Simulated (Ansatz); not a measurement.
A nudged elastic band was laid between two geometries of C$_{2}$H$_{8}$ClNSi (13 atoms, charge 0, multiplicity 1).

All numbers below come from RKS PBE-D4/def2-SVP in Ansatz 0.2.0.

```yaml
movable_images: 5
climbing_image: yes
spring: 5.0 eV/Å²
optimiser: fire
start_path: through a guess of the saddle point
force_threshold: 0.05 eV/Å
iteration_limit: 60
end_points: relaxed
largest_step: 0.5 Å
```

First end point:

```xyz
13
Properties=species:S:1:pos:R:3
C -1.576 -0.605 0.473
N -0.224 -0.543 1.006
C 0.823 -0.479 -0.005
Si 1.148 1.266 -0.682
Cl -0.432 1.978 -1.862
H -1.754 -1.451 -0.244
H -1.818 0.331 -0.071
H -2.301 -0.703 1.306
H -0.060 -1.353 1.614
H 1.799 -0.743 0.465
H 0.696 -1.195 -0.864
H 2.367 1.221 -1.564
H 1.353 2.240 0.440
```

Last end point:

```xyz
13
Properties=species:S:1:pos:R:3
C -1.564 -0.658 0.444
N -0.201 -0.638 0.952
C 0.824 -0.471 -0.070
Si 1.131 1.333 -0.577
Cl -0.479 2.152 -1.642
H -2.271 -0.838 1.279
H -1.754 -1.436 -0.344
H -1.821 0.322 -0.005
H -0.021 -1.500 1.478
H 1.810 -0.776 0.351
H 0.680 -1.100 -0.992
H 2.326 1.383 -1.490
H 1.361 2.192 0.632
```

Question: What changes between the two ends?

Answer: No bond is made or broken. The dihedral H6–C1–N2–C3 goes from 56 to 177°. The two ends are copies of one structure, up to a mirror image or an exchange of like atoms.

Question: Give the energies along the band, and the barrier.

Answer: The forces met the threshold. The highest image is number 3 of 0 to 6, 0.145 eV above the ends, which have the same energy within 2 meV. The order of the stationary point at the top wasn't checked.

```
image  path coordinate (Å)  energy (eV)  dihedral H6–C1–N2–C3 (°)
    0                 0.00        0.000                        56
    1                 0.59        0.030                        74
    2                 1.17        0.100                        94
    3                 1.75        0.145                       115
    4                 2.40        0.101                       138
    5                 3.05        0.029                       158
    6                 3.70        0.000                       177
```

Question: What is the geometry of the highest image?

Answer: 
```xyz
13
Properties=species:S:1:pos:R:3
C -1.565 -0.618 0.513
N -0.169 -0.677 0.947
C 0.828 -0.487 -0.095
Si 1.128 1.328 -0.580
Cl -0.378 2.007 -1.872
H -2.088 -1.591 0.645
H -1.632 -0.357 -0.564
H -2.156 0.148 1.064
H 0.014 -1.547 1.453
H 1.819 -0.844 0.268
H 0.638 -1.057 -1.047
H 2.427 1.423 -1.333
H 1.153 2.236 0.616
```

The band took 35 iterations and of the order of 12 core-minutes.

The run took 6.5 min on 2 threads of Arm Neoverse V2, with other jobs on the host, peak memory 0.16 GiB.
